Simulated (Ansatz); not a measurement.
Si(Cl)3(NH2) (Cl3H2NSi), SMILES [Si](Cl)(N)(Cl)Cl.

Geometry: B3LYP-D3(BJ)/def2-SVP. Other conformers were not sampled.

Two levels are set side by side: PBE/def2-SVPD (Ansatz, a quantum-chemistry and plane-wave program) and CAM-B3LYP/def2-SVPD (Ansatz). Energy differences of separate SCF runs at the same geometry; the states with an electron removed or added have multiplicity 2 and 2. Differences are taken from unrounded values.

```json
[
 {"quantity": "vertical ionisation energy (eV)", "CAM-B3LYP": "10.81", "PBE": "10.07", "PBE minus CAM-B3LYP": "-0.73"},
 {"quantity": "vertical singlet–triplet gap (eV)", "CAM-B3LYP": "6.76", "PBE": "5.92", "PBE minus CAM-B3LYP": "-0.85"}
]
```
